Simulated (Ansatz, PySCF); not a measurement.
System: sum formula AlOCl, charge 0, multiplicity 1. SMILES: [Al](=[O])[Cl]
Geometry: optimised at B3LYP-D3(BJ)/def2-TZVP (Ansatz, a quantum-chemistry and plane-wave program).

Property: atomisation energy (electronic, to ground-state atoms), in eV. Valence correlation only, unless marked. UHF or UKS for open shells. No spin-orbit coupling. No relativistic terms. The coupled-cluster limit lacks core correlation, which all-electron functionals hold. CBS marks a two-point X^-3 extrapolation of the correlation energy; Hartree-Fock from the larger set.

```tsv
level	program	atomisation energy (eV)	minus last row
TPSS-D3(BJ)/def2-TZVPD	PySCF + dftd3	9.74	-0.11
M06-L/def2-TZVPD	PySCF	9.83	-0.02
PBE0/def2-SVP	Ansatz	9.21	-0.64
MP2/cc-pV(T+d)Z	Ansatz	10.23	0.38
RI-MP2/cc-pV(T+d)Z	Ansatz	10.23	0.38
RI-MP2/cc-pV(Q+d)Z	Ansatz	10.54	0.69
CCSD(T)/CBS(cc-pV(T+d)Z,cc-pV(Q+d)Z)	Ansatz	9.85	0.00
```
